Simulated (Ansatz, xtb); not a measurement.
# Relative energy of two conformers of CH6Cl2GeSi

Structure I is `[CH3][GeH2][SiH](Cl)Cl`, a singlet and structure II is `[CH3][GeH2][SiH](Cl)Cl`, a singlet. Both are isolated molecules in the gas phase, relaxed with B3LYP-D3(BJ)/def2-SVP.

I (Å):

```
atom    x (Å)    y (Å)    z (Å)
   C  -0.9445  -1.0753   2.5280
  Cl   0.7439  -1.1026  -2.5306
  Cl   0.1617  -3.6209  -0.3208
  Ge  -0.7638  -0.3091   0.7236
  Si   0.7780  -1.6372  -0.5206
   H  -0.0062  -0.9584   3.0898
   H  -1.7527  -0.5725   3.0788
   H  -1.1772  -2.1469   2.4464
   H  -2.1127  -0.3543  -0.0245
   H  -0.2750   1.1552   0.7820
   H   2.1936  -1.5768  -0.0727
```

II (Å):

```yaml
atoms:
  - { symbol: C, position_ang: [-0.0596, -2.9075, 0.1548] }
  - { symbol: Cl, position_ang: [1.7607, 0.6373, 0.4928] }
  - { symbol: Cl, position_ang: [-0.2920, 0.3175, -2.1857] }
  - { symbol: Ge, position_ang: [-1.1651, -1.4305, 0.8362] }
  - { symbol: Si, position_ang: [-0.2332, 0.5470, -0.1133] }
  - { symbol: H, position_ang: [-0.1017, -2.9157, -0.9439] }
  - { symbol: H, position_ang: [0.9836, -2.7542, 0.4663] }
  - { symbol: H, position_ang: [-0.4153, -3.8743, 0.5392] }
  - { symbol: H, position_ang: [-2.6372, -1.5824, 0.3948] }
  - { symbol: H, position_ang: [-1.1073, -1.3517, 2.3773] }
  - { symbol: H, position_ang: [-0.8537, 1.8581, 0.2056] }
```

Question: Estimate E(II) − E(I) at the level CCSD(T)/def2-SVP + ΔMP2/def2-TZVPP.

Answer: Too close to call at this level: CCSD(T)/def2-SVP + ΔMP2/def2-TZVPP gives E(II) − E(I) = −1.37 kJ/mol.

How the difference moves with the method:

```
                             level               geometry  E(II) − E(I) (kJ/mol)  departure from the last row (kJ/mol)  job, with rough time for the two
             B3LYP-D3(BJ)/def2-SVP  B3LYP-D3(BJ)/def2-SVP                   −2.89                                 −1.52                optimisation, 68 s
                       HF/def2-SVP  B3LYP-D3(BJ)/def2-SVP                   −1.41                                 −0.04           part of the CCSD(T) run
                      MP2/def2-SVP  B3LYP-D3(BJ)/def2-SVP                   −2.79                                 −1.41           part of the CCSD(T) run
                  CCSD(T)/def2-SVP  B3LYP-D3(BJ)/def2-SVP                   −2.54                                 −1.17                      single point
CCSD(T)/def2-SVP + ΔMP2/def2-TZVPP  B3LYP-D3(BJ)/def2-SVP                   −1.37                                                      single point, 60 s
```

The largest departure from CCSD(T)/def2-SVP + ΔMP2/def2-TZVPP is that of B3LYP-D3(BJ)/def2-SVP, 1.52 kJ/mol. Levels run at GFN2-xTB geometries aren't shown. The last row adds to CCSD(T) the change of the MP2 difference between the two basis sets, here +1.17 kJ/mol.

With thermal terms from frequencies at re-optimised GFN2-xTB minima (ideal gas, soft modes damped towards free rotors, one conformer each, 298.15 K, 1 atm): on the last row, ΔE + ΔZPE = −1.43, ΔH = −1.41, ΔG = −1.75 kJ/mol.

The correlated steps freeze 25 core orbitals; the filled d shell of Ge is correlated, in a basis made for valence electrons. Programs: Ansatz 0.2.0, xtb 6.7.1; the last row on 2 threads of Arm Neoverse V2 on a shared host.
